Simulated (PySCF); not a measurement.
Predicted spectroscopic data

Computational details: structure optimised with GFN2-xTB, σ from GIAO-PBE0/pcSseg-1, in PySCF 2.14.0 with density-fitted response routines (single conformer, one averaged value for each set of equivalent atoms, no relativistic terms, in vacuum).

Shifts are taken against calculated references (same method and geometry level): $^{1}$H (31.72 ppm) and $^{13}$C (186.93 ppm) against TMS. Where no couplings were computed, multiplicities follow the n + 1 count of equivalent neighbours, and m marks all less simple cases (inequivalent or close neighbours, rings, F or P nearby). Shifts are as computed. Against solution values, carbons near 30 ppm lie about +3 ppm off and those near 130 ppm about +5 ppm. Of 1211 compounds with measured shifts, 218 miss one by over three times the rms of a fit or turn the order of signals round; such compounds aren't used in these exercises. OH and NH positions are gas-phase values without hydrogen bonding to other molecules.

Compound 1 (C7H14N2). $^{1}$H NMR (500 MHz, computed): δ 6.73 (m, 1H), 5.43 (br s, 2H), 5.37 (m, 1H), 5.33 (m, 1H), 2.11 (d, 2H), 1.82 (m, 1H), 0.98 (d, 6H). $^{13}$C{$^{1}$H} NMR (computed): δ 150.3 (CH), 146.9 (C), 116.4 (CH2), 32.8 (CH2), 27.0 (CH), 25.3 (CH3). Structure: `C=C/C(CC(C)C)=N/N`.

Compound 2 (C7H14N2). $^{1}$H NMR (500 MHz, computed): δ 3.79 (br s, 1H), 3.15 (m, 1H), 1.93 (s, 3H), 1.92 (q, 2H), 0.93 (t, 3H), 0.61 (m, 2H), 0.14 (m, 2H). $^{13}$C{$^{1}$H} NMR (computed): δ 138.6 (C), 37.1 (CH), 27.2 (CH3), 24.2 (CH2), 12.1 (CH3), 6.3 (CH2). Structure: SMILES N(=C(/CC)C)/NC1CC1.
